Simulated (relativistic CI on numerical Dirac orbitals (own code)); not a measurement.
**Transition arrays of Nb15+**

Computed by Dirac-Coulomb-Breit CI, KLI orbitals optimised for each configuration, model QED (radiative potential, 1s self-energy scaled to tabulated hydrogen-like ionisation energies), valence Slater integrals scaled by 0.9, whole transition arrays (own radial code, finite nucleus).

Configuration list (outside the closed core [Ne] 3s2): 3p6.3d8, 3p6.3d7.4f, 3p5.3d9, 3p6.3d7.4p, 3p6.3d7.5f. Levels of other configurations are missing.

All E1 lines from the levels of 3p6.3d8; mean and standard deviation are weighted by gf, and upper levels are sorted by their leading configuration.

```csv
Upper configuration,Lines,Σgf,Mean (eV),Mean (nm),σ (eV),Strongest line (nm)
3p6.3d7.4f,721,174.2,365.36,3.393,4.17,3.378
3p5.3d9,60,20.3,164.04,7.558,9.19,7.081
3p6.3d7.4p,466,18.5,262.79,4.718,3.96,4.761
3p6.3d7.5f,721,93.0,444.94,2.787,4.65,2.770
```

Σgf per state of the lower configuration in bins of 0.2 nm over the central range (centre: value): 2.7: 1.53, 2.9: 0.53, 3.3: 2.48, 3.5: 1.39, 4.7: 0.35, 4.9: 0.04, 6.9: 0.03, 7.1: 0.11, 7.3: 0.03, 7.5: 0.08, 7.7: 0.04.

(1) How do configuration mixing and the scaling of the Slater integrals move the arrays?

## Answers

(1) Slater scale 0.9, no configuration mixing: 3p6.3d7.4f 365.8 ± 4.2 eV (Σgf 189.3), 3p5.3d9 164.9 ± 9.3 eV (Σgf 23.1), 3p6.3d7.4p 262.9 ± 4.0 eV (Σgf 17.9), 3p6.3d7.5f 444.5 ± 4.7 eV (Σgf 68.6); Slater scale 1: 3p6.3d7.4f 366.2 ± 4.6 eV (Σgf 174.8), 3p5.3d9 164.3 ± 9.7 eV (Σgf 20.1), 3p6.3d7.4p 262.9 ± 4.4 eV (Σgf 18.6), 3p6.3d7.5f 445.4 ± 5.1 eV (Σgf 93.5); Slater scale 0.8: 3p6.3d7.4f 364.5 ± 3.8 eV (Σgf 173.7), 3p5.3d9 163.8 ± 8.7 eV (Σgf 20.6), 3p6.3d7.4p 262.6 ± 3.6 eV (Σgf 18.4), 3p6.3d7.5f 444.5 ± 4.2 eV (Σgf 92.4). With mixing, levels are counted to their leading configuration, so an array can shrink or vanish into another, and the sums then hold other lines.
